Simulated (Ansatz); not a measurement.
System: C2H6F2O2Si, net charge 0, singlet state. SMILES: CO[Si](F)(F)OC
Coordinates optimised at B3LYP-D3(BJ)/def2-TZVP (Ansatz, a quantum-chemistry and plane-wave program):
```xyz
13

Si     0.0752    -0.4662     0.0514
F     -0.2053    -1.5777    -1.0400
F      0.6495    -1.1772     1.3436
O      1.1631     0.5299    -0.6025
C      1.7568     1.6485     0.0505
O     -1.2901     0.2576     0.5157
C     -2.1792     0.9710    -0.3391
H      0.9964     2.3024     0.4848
H      2.3211     2.2058    -0.6952
H      2.4356     1.3178     0.8390
H     -2.6942     0.2863    -1.0158
H     -2.9139     1.4703     0.2901
H     -1.6451     1.7208    -0.9281
```
Charge 0, spin multiplicity 1.

Computed values are from Ansatz. Valence correlation only, unless marked. UHF or UKS for open shells. Spin-orbit coupling is left out. Non-relativistic. CBS(X,Y): correlation extrapolated as X^-3; Hartree-Fock from the larger set. The bracket is a focal-point correction in the basis named.

```json
{
  "atomisation energy De": "5451.1 kJ/mol at RI-MP2/CBS(cc-pV(T+d)Z,cc-pV(Q+d)Z)+[CCSD(T)-MP2]/cc-pV(T+d)Z",
  "total_energy": "-718.9410 Eh at RI-MP2/CBS(cc-pV(T+d)Z,cc-pV(Q+d)Z)+[CCSD(T)-MP2]/cc-pV(T+d)Z",
  "dipole_moment": "3.10 D at CCSD(T)/aug-cc-pV(D+d)Z",
  "T1 diagnostic": "0.011 at CCSD/cc-pV(T+d)Z"
}
```
